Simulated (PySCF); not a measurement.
Excitation energy of C⁺ by level of theory

C⁺ [He] 2s2 2p1 (2P) → C⁺ [He] 2s1 2p2 (4P), as a difference of total energies. Computed with PySCF 2.14 in x2c-QZVPPall (7s4p3d2f1g, 57 functions), with scalar relativity by spin-free X2C-1e. Correlated levels: valence and next inner shell: nothing frozen. The calculations carry no spin-orbit coupling.

**Question.** Order these methods by the excitation energy they give, lowest first.
A. CCSD (valence and next inner shell)
B. SCS-MP2 (valence and next inner shell)
C. CCSD(T) (valence and next inner shell)
D. UHF

**Answer.** D (3.652 eV), B (5.205 eV), A (5.251 eV), C (5.290 eV).

Errors of the correlated levels include the incompleteness of this basis.

For comparison: 5.331 eV (measured; NIST levels, between the centres of gravity of the two terms).
